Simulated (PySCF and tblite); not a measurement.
Values are calculated unless marked as measured or tabulated.
C5H6BrFSi, numbered as in [F:1][CH2:2][C:3]1=[CH:4][SiH2:5][C:6]([Br:7])=[CH:8]1. Search: ETKDG, MMFF94s, GFN2-xTB, 60 starts; geometries at GFN2-xTB. Weights use CAM-B3LYP-D3(BJ)/pcSseg-1 (IEF-PCM, methanol) energies plus GFN2-xTB zero-point and thermal terms (modes under about 100 cm⁻¹ blended into free rotors). Symmetry numbers and mirror images are counted. Conformers within 2.5 kcal/mol (GFN2-xTB free energy) were kept, 2 at most. GIAO shieldings: CAM-B3LYP/pcSseg-1 (IEF-PCM, methanol). Shifts are against TMS (¹H), TMS (¹³C), TMS (²⁹Si) at the same level. Codes: tblite and PySCF.

Torsions listed: F1–C2–C3–C4. The 5-ring runs over atoms 3–4–5–6–8. Of a mirror pair one member is shown.

```
conformer               shape  point group  mirror pair  ΔE(DFT)  Δ(G−E) at 250 K  δ C4 (ppm)
        1     5-ring flat; 0°           Cs           no     0.00             0.00       123.7
        2  5-ring flat; -137°           C1          yes     0.62            -0.04       133.0
```

Energies in kcal/mol; the thermal term leaves out symmetry numbers and mirror images.

Q: Work out the weights at 250 K and the ¹³C shift of C4 under fast exchange.

A: RT = 0.497 kcal/mol. Each conformer gets RT ln(σ/g), with σ the rotational symmetry number and g = 2 for a mirror pair: 1: σ = 1, g = 1, G = 0.00 + 0.00 + 0.00 = 0.00, 0.00 above the lowest, exp(−ΔG/RT) = 1.000; 2: σ = 1, g = 2, G = 0.62 − 0.04 − 0.34 = 0.24, 0.24 above the lowest, exp(−ΔG/RT) = 0.620. The sum is 1.620, so the weights are 61.8, 38.2 %. The averaged shift is 127.3 ppm. At 298.15 K it is 127.7 ppm. At 298.15 K the leading conformer alone gives 123.7 ppm and bare DFT energies give 126.1 ppm.

The minima are those of GFN2-xTB; planar forms about aryl–S or allylic bonds may be saddles in DFT. Spin–orbit effects of the heavy atoms on shieldings are missing.
